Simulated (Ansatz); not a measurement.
BeF2 (SMILES [F][Be][F]) moved off its minimum; all values from Ansatz (a program for electronic structure), cores frozen in correlated methods.
(charge 0, multiplicity 1)
```xyz
3

Be    -0.00274     0.00608     0.00774
F     -0.00127     0.01072    -1.40478
F     -0.00128     0.00053     1.36785
```

Question: Give the forces (eV/Å), the total energy and the dipole at CCSD(T)/aug-cc-pVTZ.

Answer: 
```tsv
atom	Fx	Fy	Fz
Be1	0.004	0.005	-1.703
F2	-0.003	-0.002	0.875
F3	-0.001	-0.003	0.827
```
Energy -214.3515 hartree, dipole 0.21 D.
